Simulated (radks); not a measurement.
Task: Coherent X-ray form factor from a spherical all-electron density. Calculated with a radial shooting solver on a logarithmic mesh with Libxc functionals: scalar-relativistic Kohn-Sham, PBE, spin-unpolarised, spherical densities, point nucleus.

| sin(theta)/lambda (1/angstrom) | f0 (electrons) |
|---|---|
| 0.05 | 56.527 |
| 0.1 | 55.169 |
| 0.15 | 53.090 |
| 0.2 | 50.516 |
| 0.25 | 47.682 |
| 0.3 | 44.792 |
| 0.4 | 39.360 |
| 0.5 | 34.723 |
| 0.6 | 30.847 |
| 0.8 | 24.817 |
| 1 | 20.607 |
| 1.25 | 17.242 |
| 1.5 | 14.988 |
| 2 | 11.320 |

The species is in the configuration that NIST lists as its ground one. Which atom or ion scatters so?

Result: The europium ion Eu6+, [Kr] 4d10 4f5 5s2 5p4. Extrapolating in s^2 from the first two rows gives f0(0) = 57.0, near the electron count 57; among species with that count, the fall with angle is slower the higher Z, and the table is that of Z = 63; from so few rows the species is fixed only to a neighbour or two.
